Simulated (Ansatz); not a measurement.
Molecule: HfO$_{2}$, charge -1, multiplicity 2. The spin state was set by rule; other spins were not relaxed. 
Coordinates optimised at B3LYP-D3(BJ)/def2-TZVP (Ansatz, a first-principles code):
```xyz
3

Hf    -0.1143    -0.0269    -0.1448
O      1.6675     0.3549    -0.3026
O     -0.6388    -0.1132     1.6054
```
Charge -1, spin multiplicity 2.

**Question.** Give the harmonic wavenumbers at B3LYP-D3(BJ)/def2-TZVP (Ansatz, finite differences of forces, unscaled).

**Answer.** 258, 771, 850 cm⁻¹. Zero-point energy 2.7 kcal/mol.

**Question.** From these and the geometry, give the ideal-gas thermochemistry at 298.15 K and 1 atm (rigid rotor, harmonic oscillator).

**Answer.** Point group C2v, rotational symmetry number 2. Rotational constants 17.72, 6.883, 4.957 GHz. S(trans) 41.94, S(rot) 22.41, S(vib) 2.08, S(elec, spin only) 1.38, S 67.8 cal/(mol K). H(298) - H(0) 2.76 kcal/mol; G - E(el) -14.8 kcal/mol.
